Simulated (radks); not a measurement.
Values are calculated unless marked as measured or tabulated.
Task: These are the eigenvalues of the occupied orbitals of an atom or ion with whole-number occupations (hartree). Level of theory: scalar-relativistic Kohn-Sham, AM05, spin-polarised, spherical densities, finite nucleus; Fermi nuclear charge, rms radius of each element as measured or else 0.836 A^(1/3) + 0.57 fm (a radial shooting solver on a logarithmic mesh with Libxc functionals).

| orbital | eigenvalue |
|---|---|
| 1s up | -1696.581 |
| 1s down | -1696.367 |
| 2s up | -357.0507 |
| 2s down | -356.8813 |
| 2p up | -330.7088 |
| 2p down | -330.4849 |
| 3s up | -139.2996 |
| 3s down | -138.7290 |
| 3p up | -131.1870 |
| 3p down | -130.6057 |

Which element is it, and in what charge state? The configuration may be excited. Open shells, if any, are filled with parallel spins first.

Result: Z = 60, neodymium, charge +44: Nd44+ in [Ne] 3s2 3p4. The list shows which subshells hold electrons but not how many an open one holds; the 1s level, -1696.6 hartree, gives Z - s = 58.3 by -(Z - s)^2/2, which with screening and relativity narrows Z to a few neighbours, and the depths of the outer levels then fix element, charge and occupations together.
